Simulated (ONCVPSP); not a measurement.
**Which change was made? (Sc, ONCV)**

Sc, optimised norm-conserving Vanderbilt (ONCV), made with ONCVPSP 4.0.1 (LDA (Perdew-Zunger), scalar-relativistic). Core [Ne] 3s2, reference 3p6 3d1 4s1.75 4p0.25. Waves: 4s: rc 2.40 bohr, ncon 4, nbas 7, qcut 3.3 1/bohr, 2 projectors, debl 2.6 Ha; 3p+4p: rc 2.20 bohr, ncon 5, nbas 10, qcut 5 1/bohr, 3 projectors, debl 1 Ha; 3d: rc 2.00 bohr, ncon 4, nbas 9, qcut 9.5 1/bohr, 3 projectors, debl 4 Ha. Local part: polynomial inside 1.95 bohr (lpopt 5, dvloc0 -1 Ha). Core correction: Teter function, fcfact 2.5, rcfact 1.65.

Cutoffs, loose and tight: the cutoffs (Ha) at which the residual kinetic energy of the hardest occupied pseudo-wave falls to 1 and 0.1 mHa per electron. They do not see the model core or the augmentation charge, which bear on the density cutoff. Test errors are all-electron minus pseudo excitation energies from the reference, over the configurations 3p6 3d1 4s2 4p0; 3p6 3d1 4s1 4p0; 3p6 3d1 4s0 4p0; 3p6 3d0 4s2 4p0; variants that change the core or the reference have their own tests.

The base gives: outcome: generated; cutoff, loose: 27 Ha; cutoff, tight: 42 Ha; bound ghosts: s; GHOST(+) flags above zero: none; largest test error (meV): -95.

Problem. After one change the result is: outcome: failed: ERROR pspot: first pseudo wave function has node, program will stop. Which change was it?
A. s: rc 2, qcut 4, nproj 0; local potential the s channel
B. d: rc 1.46; local potential polynomial inside 1.46 bohr (lpopt 5, dvloc0 -1 Ha)
C. s: rc 3.58

Solution. C. The others give: d: rc 1.46; local potential polynomial inside 1.46 bohr (lpopt 5, dvloc0 -1 Ha) → outcome: generated; cutoff, loose: 35 Ha; cutoff, tight: 42 Ha; bound ghosts: s; GHOST(+) flags above zero: none; largest test error (meV): -124 | s: rc 2, qcut 4, nproj 0; local potential the s channel → outcome: failed: optimize: ERROR ps0norm > uunorm, code will stop.
